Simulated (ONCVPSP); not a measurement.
# Transferability test, ONCV potential for Au

ONCVPSP 4.0.1 input, shortened (lines: element, Z, core and valence counts, functional; n l f; lmax; l rc ep ncon nbas qcut; lloc lpopt rc5 dvloc0; l nproj debl; icmod fcfact rcfact), PBE, scalar-relativistic:

```
  Au 79.00    9    5        4      upf
    1    0    2.00
    2    0    2.00
    2    1    6.00
    3    0    2.00
    3    1    6.00
    3    2   10.00
    4    0    2.00
    4    1    6.00
    4    2   10.00
    4    3   14.00
    5    0    2.00
    5    1    6.00
    5    2   10.00
    6    0    0.75
    3
    0    1.80    0.00    4    7    6.80
    1    1.10    0.00    4    9    9.00
    2    1.50    0.00    4    8    5.70
    3    0.85    0.00    4    9   19.40
    3    5    0.85    0.00
    0    2    2.60
    1    2    3.60
    2    3    3.10
    3    0    0.90
    3    6.00    1.40
```

Energies are relative to the spin-unpolarised reference configuration 4f14 5s2 5p6 5d10 6s0.75; without spin polarisation the order of configurations can differ from experiment.

Q: Give the all-electron excitation energy and the error of the potential for: 4f14 5s2 5p6 5d10 6s1; 4f14 5s2 5p6 5d10 6s0; 4f14 5s2 5p6 5d9 6s0; 4f14 5s2 5p6 5d9 6s1 6p1.

A:

```
   valence configuration  charge  ΔE all-electron (eV)  error AE − PS (meV)
   4f14 5s2 5p6 5d10 6s1       0                -1.660                 +0.5
   4f14 5s2 5p6 5d10 6s0      +1                 7.748                 -4.9
    4f14 5s2 5p6 5d9 6s0      +2                28.957                 -6.9
4f14 5s2 5p6 5d9 6s1 6p1       0                 5.837                 +0.8
```

Levels in the configuration 4f14 5s2 5p6 5d10 6s1:

```json
{"level": "4f", "all-electron (eV)": "-81.122", "pseudo (eV)": "-81.084"}
{"level": "5s", "all-electron (eV)": "-108.369", "pseudo (eV)": "-108.355"}
{"level": "5p", "all-electron (eV)": "-59.782", "pseudo (eV)": "-59.782"}
{"level": "5d", "all-electron (eV)": "-6.877", "pseudo (eV)": "-6.878"}
{"level": "6s", "all-electron (eV)": "-5.762", "pseudo (eV)": "-5.761"}
```

Note: ghosts flagged at negative energy: s at -837.3 eV, p at -352.8 eV; GHOST(+) flagged for d at 314.3 eV. A true bound ghost makes a file unfit for plane-wave use.
